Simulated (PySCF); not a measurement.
Li2, charge +1, doublet, geometry from GFN2-xTB (such geometries of metal compounds can be far from the true shape) (a state made from the parent by changing its charge; the spin is typed, not shown lowest). Base run: DF-BLYP/def2-SV(P) (PySCF).

Here is a job for PySCF.
```python
from pyscf import gto, scf, dft

mol = gto.M(
    atom='''
Li   -0.00000000   -0.00000000   -1.37032182
Li    0.00000000    0.00000000    1.37032182
''',
    basis='def2-sv(p)',
    charge=1,
    spin=1,
    verbose=4,
)

mf = dft.UKS(mol)
mf.xc = 'blyp'
mf = mf.density_fit(auxbasis='def2-universal-jkfit')
mf.kernel()
mf.analyze()
```

Each row names what was changed in the base input (with any setting that the change needs).

```json
[
 {"change": "base", "basis functions": "18", "E (Eh)": "-14.79003", "HOMO (eV)": "-8.70"},
 {"change": "basis = pcseg-0", "basis functions": "12", "E (Eh)": "-14.77305", "HOMO (eV)": "-8.67"},
 {"change": "basis = LANL2DZ", "basis functions": "18", "E (Eh)": "-14.79929", "HOMO (eV)": "-8.76"},
 {"change": "basis = 3-21G", "basis functions": "18", "E (Eh)": "?", "HOMO (eV)": "-8.67"},
 {"change": "basis = 6-31G*", "basis functions": "28", "E (Eh)": "?", "HOMO (eV)": "?"},
 {"change": "basis = def2-TZVP", "basis functions": "28", "E (Eh)": "?", "HOMO (eV)": "?"},
 {"change": "basis = def2-TZVPD", "basis functions": "34", "E (Eh)": "-14.80203", "HOMO (eV)": "-8.78"},
 {"change": "basis = 6-31+G*", "basis functions": "36", "E (Eh)": "-14.80047", "HOMO (eV)": "-8.70"},
 {"change": "basis = def2-TZVPP", "basis functions": "38", "E (Eh)": "-14.80371", "HOMO (eV)": "-8.73"},
 {"change": "basis = 6-311++G**", "basis functions": "?", "E (Eh)": "?", "HOMO (eV)": "-8.69"},
 {"change": "basis = aug-cc-pVDZ", "basis functions": "46", "E (Eh)": "-14.80233", "HOMO (eV)": "-8.69"},
 {"change": "basis = 6-311+G(2d,p)", "basis functions": "54", "E (Eh)": "-14.80256", "HOMO (eV)": "-8.68"},
 {"change": "basis = cc-pVQZ", "basis functions": "110", "E (Eh)": "-14.80514", "HOMO (eV)": "-8.67"}
]
```

### Question
Fill in the missing entries.

### Answer

- basis = 3-21G, E (Eh): -14.69733
- basis = 6-31G*, E (Eh): -14.80033
- basis = 6-31G*, HOMO (eV): -8.71
- basis = def2-TZVP, E (Eh): -14.80139
- basis = def2-TZVP, HOMO (eV): -8.80
- basis = 6-311++G**, basis functions: 44
- basis = 6-311++G**, E (Eh): -14.80219

Totals compare only among sets that treat the same electrons; sets with core potentials leave the core out.

Open shells are given as the SCF converged; they aren't shown to be the lowest states, and a large step between rows can be another state.
